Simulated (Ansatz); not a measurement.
A made-up structure of CH2OTe, closed shell:

```csv
atom,x (Å),y (Å),z (Å)
O1,-1.3379,0.5972,0.0657
C2,-0.4684,-0.3344,0.1130
Te3,1.3774,-0.2651,-0.1254
H4,-0.5179,-1.3648,0.2895
H5,0.9468,1.3672,-0.3429
```

It is relaxed with PBE-D4/def2-SVP and then PBE0-D4/def2-TZVP (Ansatz 0.2.0). Atoms count as bonded within 1.22 times the sum of their covalent radii (H–H: 0.88 Å). The end point is not checked to be a true minimum.

**Question.** Does its bonding change? (Judge from chemistry; the calculation decides.)

**Answer.** By the calculation: No: no bond forms or breaks.

Where it ends: The first stage lowers the energy by 1.65 eV in 6 steps. It ends as CH₂OTe ([O][CH][TeH]):
| atom | x (Å) | y (Å) | z (Å) |
| --- | --- | --- | --- |
| O1 | -1.4247 | 0.4204 | 0.1065 |
| C2 | -0.5784 | -0.4128 | 0.1399 |
| Te3 | 1.5170 | -0.0726 | -0.1752 |
| H4 | -0.7845 | -1.4820 | 0.3422 |
| H5 | 1.2706 | 1.5469 | -0.4134 |

Labels in which every atom is bracketed show which atoms are joined, not bond orders.

For scale, one of the runs: PBE0-D4/def2-TZVP relaxation, 124 basis functions, launched by `ansatz run in.yaml --threads 2 --pin off --events-out ev --progress --plain --max-ram 4352MiB`. The run took about 4.9 s on 2 CPU threads of an AMD EPYC 9R45 (shared host).
